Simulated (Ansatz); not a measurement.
The first iterations of a band of Cl3FH4NOTa (11 atoms, charge 0, multiplicity 1).

Method: RKS PBE/def2-SVP (Ansatz 0.2.0).

```yaml
movable_images: 5
climbing_image: yes
spring: 5.0 eV/Å²
optimiser: quadratic models (default)
start_path: through a guess of the saddle point
force_threshold: 0.03 eV/Å
iteration_limit: 60
end_points: relaxed
```

Initial state:

```xyz
11
Properties=species:S:1:pos:R:3
Ta 0.292 0.064 0.120
N 2.159 -0.615 -0.065
H 2.678 -1.117 0.664
H 2.758 -0.438 -0.879
Cl 0.519 -0.561 2.405
Cl 0.609 0.974 -2.017
Cl -1.592 1.520 0.579
F -0.746 -1.422 -0.365
O 1.262 2.033 0.901
H 0.483 2.607 1.088
H 1.687 1.876 1.769
```

Final state:

```xyz
11
Properties=species:S:1:pos:R:3
Ta 0.001 0.526 0.273
N 2.281 -0.117 0.185
H 2.619 -0.425 1.108
H 2.351 -0.925 -0.450
Cl 0.176 -0.566 2.398
Cl 0.584 1.337 -1.879
Cl -2.274 0.966 0.238
F -0.128 -1.240 -0.451
O 0.598 2.117 1.117
H 0.990 2.636 1.834
H 2.912 0.612 -0.175
```

| iteration | highest image above the first end (eV) | largest band force component (eV/Å) |
| --- | --- | --- |
| 1 | 7.015 | 47.253 |
| 2 | 2.151 | 4.362 |
| 3 | 1.396 | 3.213 |
| 4 | 1.043 | 1.983 |
| 5 | 0.921 | 1.718 |
| 6 | 0.727 | 1.852 |
| 7 | 0.578 | 1.390 |
| 8 | 0.562 | 0.743 |
| 9 | 0.492 | 0.556 |
| 10 | 0.450 | 1.044 |
| 11 | 0.412 | 0.724 |
| 12 | 0.384 | 0.439 |
| 13 | 0.434 | 0.713 |

Does the band converge within its limit, and where does its top end?

The run converged. It ended after 40 iterations with the highest image 0.290 eV above the first end. A vibrational analysis at the climbing image gives one clearly imaginary mode, 771i cm⁻¹: a first-order saddle point. The orbitals stay closed-shell, which can raise the energy where a bond breaks towards radicals; this wasn't checked here.

Time of the run: 4.4 min on 4 threads of Intel(R) Xeon(R) 6975P-C (Granite Rapids) (shared host), peak memory 0.26 GiB.
